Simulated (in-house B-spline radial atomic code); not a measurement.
**RPA and G0W0 on r2SCAN0: Rh4+**

Configuration [Kr] 4d5, highest spin, mean-field start r2SCAN0. Computed with an all-electron radial atomic-structure program (B-spline basis): all electrons, scalar-relativistic (spin-free one-electron X2C), finite nucleus, each spin shell either full or empty, empty states to l = 9 with an (l + 1/2)⁻⁴ tail; G0W0 by contour deformation at full frequency.

Command:
```bash
python run_gw.py task.json out
```
Settings (radii: box in bohr, nucleus in fm):
```
Z                        45
electrons                41
configuration            [Kr] 4d5
hamiltonian              x2c
method                   r2scan0
lmax                     9
rms_radius               4.4945
spin_polarised           True
box_radius               11.96
intervals                68
```

Time taken, with all properties: 3.7 s on 1 thread of Arm Neoverse V2, with other jobs on the host.

Energies (hartree):

| term | value |
| --- | --- |
| mean-field total | -4779.94618 |
| Hartree-Fock functional on these orbitals | -4777.76583 |
| direct second order | -3.3809 |
| second-order exchange | 0.97751 |
| SOSEX correction | 0.91974 |

(1) What is the RPA correlation energy, and what remains with SOSEX?

Quasi-particle levels (eV):

| level | occupied | mean field | Σx - vxc | Σc | QP weight | G0W0 |
| --- | --- | --- | --- | --- | --- | --- |
| 4d up | yes | -59.05 | -5.38 | ? | ? | ? |
| 4p down | yes | -102.70 | -5.97 | -0.03 | 0.944 | -108.70 |
| 4d down | no | -48.58 | 7.57 | -3.61 | 0.959 | -44.62 |

G0W0 = mean field + (Σx - vxc) + Σc, with Σc (partial-wave tail included) taken at the quasi-particle energy. Only the outer levels were computed. Levels of low weight are left out.

(2) Where does G0W0 put 4d up?

Results:

(1) RPA gives -3.0324 hartree (-2.01 eV per electron); RPA + SOSEX gives -2.1127, and the second-order doubles -2.4033 hartree (no singles). RPA lacks exchange-type terms and so overcorrelates at short range.

(2) At -64.60 eV, with Σc = -0.18 eV and a quasi-particle weight of 0.958. The tabulated removal energy is 63 ± 1.9 eV (NIST, tabulated theory); the calculation leaves out spin-orbit coupling, Breit and QED terms, and what these don't explain is the method's own error.
